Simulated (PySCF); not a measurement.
Si(CCH)2(F)(H) (C4H3FSi), SMILES F[SiH](C#C)C#C. Geometry optimised at ωB97X-D3(BJ)/def2-SVP. The structure was generated by enumeration, and PubChem lists no compound with its InChIKey, so it may never have been made.

Computed equilibrium geometry at ωB97X-D3(BJ)/def2-SVP (PySCF confirms it by a frequency run) as bond lengths and angles, and its point group:
point group Cs.
Atoms: Si1 F2 C3 C4 C5 C6 H7 H8 H9. Bond lengths (Å): Si1–F2 1.623, Si1–C3 1.829, Si1–C5 1.829, Si1–H7 1.478, C3–C4 1.214, C4–H8 1.078, C5–C6 1.214, C6–H9 1.078. Angles (°): F2–Si1–C3 108.6, F2–Si1–C5 108.6, F2–Si1–H7 107.9, C3–Si1–C5 109.7, C3–Si1–H7 111.0, C5–Si1–H7 111.0, Si1–C3–C4 179.2, C3–C4–H8 179.9, Si1–C5–C6 179.2, C5–C6–H9 179.9.
